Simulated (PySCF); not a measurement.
## Excited states of Ru(32+) (ruthenium, charge +32)

Ground state [Ne] 3s2, ¹S. All numbers are calculated (PySCF 2.14, scalar relativity by spin-free X2C-1e, in an uncontracted even-tempered set (20 s from 0.8 bohr⁻², ratio 2.5; 13 p from 1.04 bohr⁻², ratio 2.5; 7 d from 1.22 bohr⁻², ratio 2.7; 4 f from 36 bohr⁻², ratio 2.7)). Vertical excitation energies in eV without spin-orbit coupling; excited terms of each kind are numbered among those the solver found. Frozen: 1s2.

```json
{"term": "1 3P°", "leading excitation": "3s → p", "EOM-EE-CCSD": "86.694"}
{"term": "1 1P°", "leading excitation": "3s → p", "EOM-EE-CCSD": "113.55"}
{"term": "1 3D", "leading excitation": "3s → d", "EOM-EE-CCSD": "213.62"}
{"term": "1 1D", "leading excitation": "3s → d", "EOM-EE-CCSD": "236.08"}
{"term": "1 3S", "leading excitation": "3s → s", "EOM-EE-CCSD": "901.33"}
{"term": "1 1S", "leading excitation": "3s → s", "EOM-EE-CCSD": "907.90"}
{"term": "2 3P°", "leading excitation": "3s → p", "EOM-EE-CCSD": "943.27"}
```

The spin-orbit splitting of the hole, absent here, rivals or exceeds the spacing of these terms, so the LS terms are model states.

Only the lower part of the computed list is shown. Doubly excited terms such as np² are absent. The solver can miss terms. The 22 highest virtual orbitals were dropped.
